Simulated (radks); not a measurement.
Species: the germanium ion Ge4+. Configuration: [Ar] 3d10 (the NIST ground configuration). All-electron calculation, non-relativistic Kohn-Sham, LDA (Slater exchange, Perdew-Wang correlation), spin-unpolarised, spherical densities, point nucleus. Program: a radial shooting solver on a logarithmic mesh with Libxc functionals.

Radial electron density D(r) = 4 pi r^2 rho(r):

```
   r/bohr * D(r) (the largest magnitude, 45.2, reaches the edge; | marks zero)
 0.002236 |*
 0.002842 | *
 0.003585 |  *
 0.004557 |    *
 0.005747 |       *
 0.007306 |          *
 0.009213 |               *
  0.01171 |                     *
  0.01477 |                            *
  0.01878 |                                    *
  0.02368 |                                          *
   0.0301 |                                              *
  0.03796 |                                              *
  0.04826 |                                          *
  0.06086 |                                      *
  0.07737 |                                      *
  0.09758 |                                           *
    0.124 |                                                   *
   0.1564 |                                                      *
   0.1989 |                                               *
   0.2508 |                                  *
   0.3188 |                           *
   0.4021 |                              *
   0.5111 |                                  *
   0.6446 |                              *
   0.8195 |                   *
    1.033 |         *
    1.314 |   *
    1.657 |*
    2.106 *
    2.656 *
```

D(r) has 3 maxima, at r = 0.0339, 0.150, 0.519 bohr, and minima at 0.0709, 0.329 bohr, inside which lie 2.09, 11.01 electrons.
